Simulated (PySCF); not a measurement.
A small calculation by hand: entropy of an ideal gas

B(AsH2)2(OH) (As2BH5O), SMILES OB([AsH2])[AsH2].

Coordinates come from a B3LYP-D3(BJ)/def2-SVP optimisation. The structure was generated by enumeration, and PubChem lists no compound with its InChIKey, so it may never have been made. One conformer was computed; it need not be the lowest.

B3LYP-D3(BJ)/def2-SVP (PySCF) gives the harmonic wavenumbers 114, 117, 135, 247, 325, 330, 539, 579, 630, 693, 699, 766, 990, 995, 1091, 1350, 2153, 2183, 2196, 2201, 3809 cm⁻¹ and the rotational temperatures 0.2349, 0.0487, 0.0409 K. The molar mass is 181.69 g/mol, the symmetry number 1, the spin multiplicity 1.

Q: Work out the entropy at 298.15 K and 1 atm in the rigid-rotor, harmonic-oscillator model.

A: 
Translation (Sackur–Tetrode at 1 atm): S = R[1.5 ln M + 2.5 ln T − 1.16487] = 173.6 J/(mol K).
Rotation: q = (√π/σ) T^1.5/√(θA θB θC) = 422000, S = R[ln q + 3/2] = 120.2 J/(mol K).
Vibration: with u = 1.4388 ν/T, each mode gives R[u/(e^u − 1) − ln(1 − e^−u)]:
| ν (cm⁻¹) | modes | u | S (J/(mol K)) |
|---|---|---|---|
| 114 | 1 | 0.55 | 13.39 |
| 117 | 1 | 0.56 | 13.18 |
| 135 | 1 | 0.65 | 12.02 |
| 247 | 1 | 1.19 | 7.33 |
| 325 | 1 | 1.57 | 5.38 |
| 330 | 1 | 1.59 | 5.27 |
| 539 | 1 | 2.60 | 2.37 |
| 579 | 1 | 2.79 | 2.04 |
| 630 | 1 | 3.04 | 1.68 |
| 693 | 1 | 3.34 | 1.32 |
| 699 | 1 | 3.37 | 1.29 |
| 766 | 1 | 3.70 | 0.99 |
| 990 | 1 | 4.78 | 0.41 |
| 995 | 1 | 4.80 | 0.40 |
| 1091 | 1 | 5.26 | 0.27 |
| 1350 | 1 | 6.51 | 0.09 |
The stiffer modes add less than 0.005 each. Sum 67.4 J/(mol K).
Spin: R ln 1 = 0.0 J/(mol K).
Total 361.2 J/(mol K); the program's own thermochemistry gives 361.2. Translation makes up 48 % and vibration 19 %. Anharmonicity, hindered rotation and orbital degeneracy are left out.
